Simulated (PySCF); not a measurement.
# Calculated NMR parameters of [SiH3][Si]([SiH3])([SiH3])C1CCC1

| Property | Result |
| --- | --- |
| Formula | C4H16Si4 |
| SMILES | [SiH3][Si]([SiH3])([SiH3])C1CCC1 |
| InChI | InChI=1S/C4H16Si4/c5-8(6,7)4-2-1-3-4/h4H,1-3H2,5-7H3 |
| Point group of the computed structure | Cs |
| Degrees of unsaturation | 1 |
| Carbon signals | 3 |
| Proton signals | 6 |

Structure with atom numbers: `[SiH3:1][Si:2]([SiH3:3])([SiH3:4])[CH:5]1[CH2:6][CH2:7][CH2:8]1` (H(Xn): hydrogen on atom n). Ha(C6), Ha(C7), Ha(C8) are cis to Si2 on the ring; Hb(C6), Hb(C7), Hb(C8) are trans to Si2 on the ring.

[PySCF: GFN2-xTB structure; shielding tensors at PBE0/pcSseg-1 (GIAO); gas phase; fast rotation and ring inversion assumed for equivalent nuclei; non-relativistic Hamiltonian; a single conformation]

Referencing at the same level of theory: $^{1}$H (σ = 31.72 ppm) and $^{13}$C (σ = 186.93 ppm) and $^{29}$Si (σ = 349.16 ppm) vs TMS.

```tsv
carbon	δC, type	δH (multiplicity)	HMBC from (2–3 bonds)	span of the C tensor (ppm)
C5	18.1, CH	2.02 (m)	H(Si1)/H(Si3)/H(Si4), Hb(C6)/Hb(C8), Hb(C7), Ha(C7), Ha(C6)/Ha(C8)	25
C6/C8	26.1, CH2	Hb(C6) 2.58 (m); Ha(C6) 1.75 (m)	Hb(C6)/Hb(C8), Hb(C7), Ha(C7), H(C5), Ha(C6)/Ha(C8)	35
C7	19.8, CH2	Hb(C7) 2.08 (m); Ha(C7) 2.06 (m)	Hb(C6)/Hb(C8), H(C5), Ha(C6)/Ha(C8)	28
```

Other nuclei:
```tsv
atoms	nucleus	environment	δ (ppm)	σ (ppm)
H(Si1)/H(Si3)/H(Si4)	$^{1}$H	hydrogen on a silicon bonded to Si	3.53	28.18
Si2	$^{29}$Si	silicon bonded to C, 3 Si	-82.6	431.8
Si1/Si3/Si4	$^{29}$Si	silicon bonded to Si, 3 H	-115.3	464.5
```

Carbon types of the structure: 1 × CH, 3 × CH2, leaving 9 H on heteroatoms. δC 26.1, 19.8: sp3 CH2 in a ring; aliphatic region, no heteroatom directly attached. δC 18.1: sp3 CH bonded to Si. δH 3.53: hydrogen on a silicon bonded to Si. δH 2.58, 2.08, 2.06, 1.75: hydrogen on an sp3 CH2 in a ring. δH 2.02: hydrogen on an sp3 CH bonded to Si.

Shifts are as computed. Against solution values, carbons near 30 ppm lie about +3 ppm off and those near 130 ppm about +5 ppm. Of 1211 compounds with measured shifts, 218 miss one by over three times the rms of a fit or turn the order of signals round; such compounds aren't used in these exercises. Multiplicities follow the n + 1 count of equivalent neighbours, as no J values were calculated; m marks all less simple cases, F and P coupling included.
